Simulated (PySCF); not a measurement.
Compound: 1,5-dimethyl-1H-pyrrole-2-carbonitrile, C7H8N2.
SMILES: `Cc1ccc(C#N)n1C`

Method used: CAM-B3LYP/def2-SVPD in PySCF (dipole) on a GFN2-xTB geometry, gas phase.

Masses are those of the commonest isotopes; rigid-rotor values at the optimised geometry. 

(1) What are A, B and C (cm⁻¹)?

(2) Classify the top.

(3) What does the inertial defect say?

(4) Give the coordinates in the principal-axis frame, origin at the centre of mass.

(5) List the rotational levels J(Ka,Kc) to J = 4 (cm⁻¹).

(6) Predict some low-J microwave lines.

Answers

(1) Ia = 150.98, Ib = 376.61, Ic = 521.28 u·Å²; 505379 MHz·u·Å²/I gives 3347, 1342 and 969.5 MHz, that is A = 0.11165, B = 0.04476, C = 0.03234 cm⁻¹.

(2) An asymmetric top. Ray's parameter κ = (2B − A − C)/(A − C) = -0.687; −1 is the prolate and +1 the oblate limit.

(3) Not planar: Δ = Ic − Ia − Ib = -6.31 u·Å². For a rigid frame Δ = −2 Σ m c², so Σ m c² = 3.15 u·Å² lies off the ab plane, practically all of it from hydrogen. The atom farthest from that plane is 0.95 Å away.

(4) The sense of each axis is arbitrary; atoms in the order of the calculation.
| atom | mass (u) | a (Å) | b (Å) | c (Å) |
| --- | --- | --- | --- | --- |
| C1 | 12.000 | -2.760 | -0.569 | -0.002 |
| C2 | 12.000 | -1.460 | 0.149 | 0.000 |
| C3 | 12.000 | -1.202 | 1.505 | 0.002 |
| C4 | 12.000 | 0.185 | 1.675 | 0.002 |
| C5 | 12.000 | 0.744 | 0.407 | -0.001 |
| C6 | 12.000 | 2.089 | 0.039 | -0.001 |
| N7 | 14.003 | 3.198 | -0.265 | -0.001 |
| N8 | 14.003 | -0.276 | -0.512 | -0.005 |
| C9 | 12.000 | -0.110 | -1.937 | 0.005 |
| H10 | 1.008 | -2.873 | -1.168 | -0.906 |
| H11 | 1.008 | -3.574 | 0.148 | 0.040 |
| H12 | 1.008 | -2.839 | -1.238 | 0.856 |
| H13 | 1.008 | -1.938 | 2.284 | 0.003 |
| H14 | 1.008 | 0.729 | 2.598 | 0.005 |
| H15 | 1.008 | -0.680 | -2.393 | -0.807 |
| H16 | 1.008 | 0.945 | -2.175 | -0.125 |
| H17 | 1.008 | -0.452 | -2.361 | 0.953 |

(5) Above 0(0,0):
J = 1: 1(0,1) 0.0771, 1(1,1) 0.1440, 1(1,0) 0.1564
J = 2: 2(0,2) 0.2297, 2(1,2) 0.2858, 2(1,1) 0.3230, 2(2,1) 0.5237, 2(2,0) 0.5253
J = 3: 3(0,3) 0.4549, 3(1,3) 0.4975, 3(1,2) 0.5719, 3(2,2) 0.7550, 3(2,1) 0.7627, 3(3,1) 1.1214, 3(3,0) 1.1216
J = 4: 4(0,4) 0.7489, 4(1,4) 0.7783, 4(1,3) 0.9016, 4(2,3) 1.0622, 4(2,2) 1.0843, 4(3,2) 1.4327, 4(3,1) 1.4335, 4(4,1) 1.9419, 4(4,0) 1.9419
The levels of one J sum to (2J + 1)J(J + 1)(A + B + C)/3.

(6) The dipole components are |μa| = 5.04 D, |μb| = 1.14 D, |μc| = 0.00 D. Intensities carry the squares of the components, which stand as 1.00 : 0.05 : 0.00 (a : b : c). Some lines, for components of 0.1 D or more:

```csv
type,branch,"J(Ka,Kc)",MHz,lower level (cm⁻¹)
a,Q,"4(2,2) ← 4(2,3)",664,1.062
a,Q,"2(1,1) ← 2(1,2)",1117,0.286
a,Q,"5(2,3) ← 5(2,4)",1439,1.444
a,Q,"4(1,3) ← 4(1,4)",3698,0.778
b,Q,"4(2,2) ← 4(1,3)",5477,0.902
a,R,"4(1,4) ← 3(1,3)",8417,0.498
a,R,"4(3,2) ← 3(3,1)",9330,1.121
a,R,"4(2,2) ← 3(2,1)",9641,0.763
b,R,"2(2,0) ← 1(1,1)",11431,0.144
a,R,"5(4,1) ← 4(4,0)",11664,1.942
a,R,"5(3,2) ← 4(3,1)",11760,1.434
a,R,"5(2,3) ← 4(2,2)",12228,1.084
b,R,"4(2,3) ← 3(1,2)",14698,0.572
b,Q,"4(4,0) ← 4(3,1)",15240,1.434
b,R,"3(3,1) ← 2(2,0)",17873,0.525
```

No GFN2-xTB frequencies stand behind this structure, so it isn't proved a minimum. No vibrational averaging or centrifugal distortion is included, and the geometry carries the error of its method. A rigid rotor knows nothing of internal rotation, which can split or shift real lines. Quadrupole hyperfine structure (14N) is left out.

Rough CPU time on one thread of a shared machine: about 2.6 min (with the writing of density and orbital grids). This is the CAM-B3LYP/def2-SVPD job that gave the dipole, with the excitations it also computed.
